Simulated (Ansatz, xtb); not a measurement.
**Relative energy of two conformers of CH7AlO4**

We compare a, `C[O][Al-]([OH])([OH])[OH2+]`, a singlet, with b, `C[O][Al-]([OH])([OH])[OH2+]`, a singlet. Both are isolated molecules in the gas phase, relaxed with PBE0-D4/def2-SVP.

a (Å):

```tsv
atom	x (Å)	y (Å)	z (Å)
C	-0.5433	3.4138	-0.6142
Al	-0.6350	0.6206	0.0126
O	-0.8681	2.0870	-0.8288
O	-0.3143	0.6142	1.7141
O	-1.3824	-0.7681	-0.6898
O	1.1538	-0.1777	-0.2182
H	-0.2858	3.6360	0.4408
H	-1.3860	4.0757	-0.8883
H	0.3226	3.7261	-1.2298
H	-0.9183	0.8902	2.4025
H	-2.0798	-0.7023	-1.3425
H	0.8958	-1.0361	-0.5944
H	1.3533	-0.3313	0.7226
```

b (Å):

```xyz
13

C     0.0197   -0.4691    2.5825
Al   -0.3279    0.6336   -0.0624
O    -0.0846   -0.5319    1.2030
O    -1.9489    1.0796   -0.4461
O     0.8778    1.7869   -0.4380
O    -0.3939   -0.9185   -1.2732
H    -0.9422   -0.2106    3.0674
H     0.7658    0.2767    2.9227
H     0.3354   -1.4454    2.9937
H    -2.2100    1.9877   -0.6008
H     1.7973    1.6934   -0.1890
H    -1.3069   -0.8581   -1.5987
H    -0.3907   -1.5843   -0.5588
```

Question: Which of the two would you expect CCSD(T)/def2-SVP + ΔMP2/def2-TZVPP electronic energies to favour?

Answer: CCSD(T)/def2-SVP + ΔMP2/def2-TZVPP gives E(b) − E(a) = +0.31 kJ/mol, slightly favouring structure a, which is too small a margin to settle the true order.

Level by level:

```csv
level,geometry,E(b) − E(a) (kJ/mol),departure from the last row (kJ/mol),"job, with rough time for the two"
PBE0-D4/def2-SVP,PBE0-D4/def2-SVP,−1.60,−1.91,"optimisation, 83 s"
HF/def2-SVP,PBE0-D4/def2-SVP,+0.51,+0.19,part of the CCSD(T) run
MP2/def2-SVP,PBE0-D4/def2-SVP,−1.38,−1.69,part of the CCSD(T) run
CCSD(T)/def2-SVP,PBE0-D4/def2-SVP,−1.40,−1.72,single point
CCSD(T)/def2-SVP + ΔMP2/def2-TZVPP,PBE0-D4/def2-SVP,+0.31,,"single point, 26 s"
```

The largest departure from CCSD(T)/def2-SVP + ΔMP2/def2-TZVPP is that of PBE0-D4/def2-SVP, 1.91 kJ/mol. Levels run at GFN2-xTB geometries aren't shown. The last row adds to CCSD(T) the change of the MP2 difference between the two basis sets, here +1.72 kJ/mol.

With thermal terms from frequencies at re-optimised GFN2-xTB minima (ideal gas, soft modes damped towards free rotors, one conformer each, 298.15 K, 1 atm): the zero-point term adds −0.09 kJ/mol; ΔH is +0.31 and ΔG +0.05 kJ/mol.

The correlated steps freeze 10 core orbitals. Programs: Ansatz 0.2.0, xtb 6.7.1; the last row on 2 threads of Intel(R) Xeon(R) 6975P-C (Granite Rapids) on a shared host.
